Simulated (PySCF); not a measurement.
Gas-phase reaction: 2 GaH3.NH3 → Ga2H6 + 6 H + 2 N

Method: PySCF energies plus ideal-gas RRHO corrections (1 bar). † marks an energy on the PBE0/def2-TZVP geometry and frequencies; other levels use their own. MP2 freezes the core. 6-31G* has spherical d functions here. Open shells (unrestricted): H (multiplicity 2), N (multiplicity 4); the rest are closed-shell singlets. B3LYP is the form with VWN-RPA correlation. Ga: all electrons, no relativistic terms. Adducts (GaH3.NH3) have no counterpoise correction, and HF, PBE, BLYP, B3LYP and PBE0 lack dispersion. GaH3.NH3, Ga2H6: computed as isolated molecules; such fragments, hydroxides, amides, oligomers or adducts are transient or little studied in the gas. MP2 isn't extrapolated to the basis-set limit; its ΔH°(298 K) is 2230.6 kJ in def2-SVP and 2330.4 kJ in def2-TZVPP. The harmonic model lacks anharmonicity and excited electronic states, which grow with temperature; levels with a mode under 35 cm⁻¹ are left out. Soft modes under 120 cm⁻¹ make the harmonic entropy rough for GaH3.NH3.

```tsv
level	ΔE electronic, kJ	ΔH°(298 K), kJ	ΔS°(298 K), J/K	ΔG°(1800 K), kJ
B3LYP/6-31G*	2554	2390	726	967
BLYP/def2-TZVP†	2567	2405	725	987
HF/def2-TZVP†	1752	1591	725	173
MP2/def2-TZVPP†	2492	2330	725	912
PBE/def2-SVP	2585	2430	725	1014
PBE0/def2-SVP†	2534	2373	725	954
PBE0/def2-TZVP	2524	2363	725	945
LDA/def2-TZVP†	2890	2728	725	1310
```
ΔH° is lowest at HF/def2-TZVP† and highest at LDA/def2-TZVP†. No reference value is set beside these.
